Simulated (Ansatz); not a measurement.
Reaction (substitution at a C–Si bond): `CC[Si](N)(N)F` + `C[NH][GaH][CH3]` → `CC[N](C)[GaH][CH3]` + `N[SiH](N)F`

Calculated with Ansatz (gas phase, PBE0-D4/def2-TZVP geometries, no zero-point term in ΔE). CBS: MP2 limit from def2 TZ/QZ plus the TZ coupled-cluster correction, frozen cores. Functionals use def2-TZVPP. For Ga outer-core shells are correlated without core-valence functions, which leaves a few kJ/mol of doubt a bond. Scalar relativity is left out up to krypton. One conformer a species, not always the lowest.

```tsv
level	ΔE (kcal/mol)	difference from CCSD(T)/CBS
r2SCAN-D4	14.4	0.9
ωB97X-V	13.8	0.3
ωB97M-V	14.7	1.2
B2PLYP	13.6	0.1
r2SCAN	14.5	1.0
MP2/def2-TZVPP	12.8	-0.7
HF/def2-QZVPP	14.1	0.6
MP2/def2-QZVPP	13.2	-0.3
SCS-MP2/def2-QZVPP	12.9	-0.6
CCSD/CBS(def2)	13.9	0.4
CCSD(T)/CBS	13.5	0
```

Largest T1 diagnostic among the species: 0.013.

In def2-TZVPP, CCSD(T) changes the Hartree–Fock value by −1.4 kcal/mol (the triples alone add −0.4 kcal/mol) and MP2 by −1.4 kcal/mol.
